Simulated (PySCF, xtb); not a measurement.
I2, SMILES II (connectivity only; charge and spin as stated), charge -1, multiplicity 2. Atoms are numbered in the order given.

```xyz
2

I      0.0000     0.0000    -1.6134
I      0.0000     0.0000     1.6134
```
Charge -1, spin multiplicity 2.

Geometry: PBE0-D3(BJ)/def2-TZVPD. The def2 effective core potentials stand for the cores of I; spin–orbit coupling is left out.

The numbers are results of PySCF with IEF-PCM-PBE0/def2-SVPD, not measurements.

The values are the electrostatic part of the solvation free energy, E(continuum) − E(gas) at the gas-phase geometry, in a cavity of scaled van der Waals radii (PySCF's table); cavitation and dispersion terms are not included.

Computed values in water (ε = 78.36), acetonitrile (ε = 35.69), chlorobenzene (ε = 5.70):
| solvent | ε | ΔG(elec) (kcal/mol) |
|---|---|---|
| water | 78.36 | -49.3 |
| acetonitrile | 35.69 | -48.5 |
| chlorobenzene | 5.70 | -40.9 |

For comparison, GFN2-xTB/ALPB(water) (xtb, at the GFN2-xTB geometry, all terms of that model) gives -50.8 kcal/mol.
